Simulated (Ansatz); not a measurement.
Molecule: C2H7Si, net charge -1, singlet state. It need not be the lowest isomer of its formula. Whether it binds its extra electron was not tested at this geometry. 
Geometry from a B3LYP-D3(BJ)/def2-TZVP (Ansatz, an electronic-structure program) optimisation:
```xyz
10

C     -1.5220    -0.7258    -0.3156
C     -0.6837     0.5151     0.0032
Si     1.2631     0.2678     0.2043
H     -1.1826    -1.1847    -1.2485
H     -1.3973    -1.4802     0.4664
H     -2.6017    -0.5210    -0.4155
H     -0.8391     1.2711    -0.7788
H     -1.0529     0.9768     0.9293
H      1.4506    -0.5831    -1.0746
H      1.1739    -0.9641     1.1365
```
Charge -1, spin multiplicity 1.

Basis-set convergence of Hartree-Fock and CCSD(T) correlation energies (hartree) with Ansatz. Valence correlation only, unless marked. No spin-orbit coupling. No relativistic terms. This anion needs diffuse functions, which these sets lack.

```
basis        functions       E(HF)  E(corr, CCSD(T))
-----------  ---------  ----------  ----------------
cc-pV(D+d)Z         86  -368.70183          -0.47719
cc-pV(T+d)Z        197  -368.73913          -0.57306
cc-pV(Q+d)Z        384         ___               ___
```

Fill in the missing entries.


- cc-pV(Q+d)Z, E(HF): -368.75022
- cc-pV(Q+d)Z, E(corr, CCSD(T)): -0.60081
